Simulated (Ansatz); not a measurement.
LaCl3⁻. The state is a doublet with charge -1. Geometry PBE0-D4/def2-SVP, that of the neutral singlet; atoms count from 1.

```xyz
4

La   -0.1995   -0.0446   -0.1916
Cl    0.7620   -2.4596   -0.0831
Cl   -1.7277    0.7498    1.7583
Cl    1.1652    1.7544   -1.4837
```

In the def2 sets La takes a core potential; there is no spin–orbit coupling. The highest occupied level of the charge -1 doublet lies above zero (up to 0.00 eV). By energy differences its removal costs 1.48 eV (vertical, to the charge 0 singlet, at PBE0-D4/def2-TZVPD); a positive level beside a positive removal energy at the same level points to self-interaction error. The structure comes from a short search, and lower isomers may exist.

**Question.** Estimate the Mulliken populations from the PBE0/def2-TZVPD orbitals of Ansatz.

**Answer.** 
```tsv
atom	charge (e)	spin (α − β)	d electrons
La1	0.76	1.05	1.35
Cl2	-0.59	-0.02	–
Cl3	-0.59	-0.02	–
Cl4	-0.59	-0.02	–
```
Mulliken values and Mayer orders depend strongly on the basis. With diffuse functions, as here, like atoms can get unlike values, and bond orders can come out too low or too high.

**Question.** Where does the spin sit?

**Answer.** Summed by element: La 1.05, Cl -0.05, of 1 unpaired in all. Largest on single atoms: La1 1.05, Cl3 -0.02, Cl4 -0.02.

**Question.** And the Mayer bond orders between bonded heavy atoms (over 0.3)?

**Answer.** La1–Cl2 0.70 (2.60 Å); La1–Cl3 0.70 (2.60 Å); La1–Cl4 0.70 (2.60 Å).
